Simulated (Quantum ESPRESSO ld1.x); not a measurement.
Values are calculated unless marked as measured or tabulated.
Question: These are the eigenvalues of the occupied orbitals of an atom or ion with whole-number occupations (hartree). Code: ld1.x of Quantum ESPRESSO 7.5. Model: scalar-relativistic Kohn-Sham, LDA (Slater exchange, Perdew-Zunger correlation), spin-unpolarised, spherical densities, point nucleus.

orbital  eigenvalue
1s         -2039.75
2s         -342.914
2p         -304.134
3s         -78.1951
3p         -66.3465
3d         -51.2821
4s         -17.0568
4p         -13.1440
4d         -7.85631
5s         -3.58448
5p         -2.59770
4f         -2.05813

Which element is it, and in what charge state? The configuration may be excited.

Answer: Z = 67, holmium, charge +4: Ho4+ in [Xe] 4f9. The list shows which subshells hold electrons but not how many an open one holds; the 1s level, -2039.7 hartree, gives Z - s = 63.9 by -(Z - s)^2/2, which with screening and relativity narrows Z to a few neighbours, and the depths of the outer levels then fix element, charge and occupations together.
